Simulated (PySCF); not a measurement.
# Spin–spin couplings to the heavy atom in SMILES C[Se]CB(O)O, C2H7BO2Se

Geometry:
| atom | x (Å) | y (Å) | z (Å) |
| --- | --- | --- | --- |
| C1 | 2.004 | -0.325 | 0.116 |
| Se2 | 0.953 | 1.111 | 0.896 |
| C3 | -0.439 | 1.150 | -0.470 |
| B4 | -1.321 | -0.169 | -0.481 |
| O5 | -1.364 | -1.013 | 0.582 |
| O6 | -2.050 | -0.448 | -1.592 |
| H7 | 2.367 | -0.035 | -0.880 |
| H8 | 2.864 | -0.496 | 0.778 |
| H9 | 1.408 | -1.245 | 0.049 |
| H10 | 0.002 | 1.372 | -1.454 |
| H11 | -1.076 | 2.014 | -0.215 |
| H12 | -0.785 | -0.677 | 1.287 |
| H13 | -2.558 | -1.260 | -1.485 |

Method: indirect couplings at PBE0/pcJ-1 (dyall-v2z on Se), isolated molecule, Gaussian nuclear model, PBE0-D3(BJ)/def2-SVP geometry; PySCF 2.14 with density-fitted X2C routines.

Non-relativistic values:
```csv
coupling,atoms,J (Hz)
"1J(77Se,13C)",Se2 – C1,-73.4
"1J(77Se,13C)",Se2 – C3,-61.8
"2J(77Se,11B)",Se2 – B4,-1.4
"2J(77Se,1H)",Se2 – H7/H8/H9,13.8
"2J(77Se,1H)",Se2 – H10/H11,18.5
"3J(77Se,17O)",Se2 – O5/O6,3.4
"4J(77Se,1H)",Se2 – H12/H13,-3.3
```

What do two-component X2C with spin–orbit coupling give?

Results:


```json
{"coupling": "1J(77Se,13C)", "atoms": "Se2 – C1", "with spin–orbit (Hz)": "-86.1"}
{"coupling": "1J(77Se,13C)", "atoms": "Se2 – C3", "with spin–orbit (Hz)": "-72.7"}
{"coupling": "2J(77Se,11B)", "atoms": "Se2 – B4", "with spin–orbit (Hz)": "-1.7"}
{"coupling": "2J(77Se,1H)", "atoms": "Se2 – H7/H8/H9", "with spin–orbit (Hz)": "15.8"}
{"coupling": "2J(77Se,1H)", "atoms": "Se2 – H10/H11", "with spin–orbit (Hz)": "21.8"}
{"coupling": "3J(77Se,17O)", "atoms": "Se2 – O5/O6", "with spin–orbit (Hz)": "4.4"}
{"coupling": "4J(77Se,1H)", "atoms": "Se2 – H12/H13", "with spin–orbit (Hz)": "-3.7"}
```

The largest listed coupling, 1J(77Se,13C), ends at 1.17 times its non-relativistic value. Equivalent partners are averaged, as under fast rotation. In the static structure 2J(77Se,1H) spreads over 3.6, 42.1, 1.8 Hz. In the static structure 2J(77Se,1H) spreads over 2.8, 40.8 Hz.
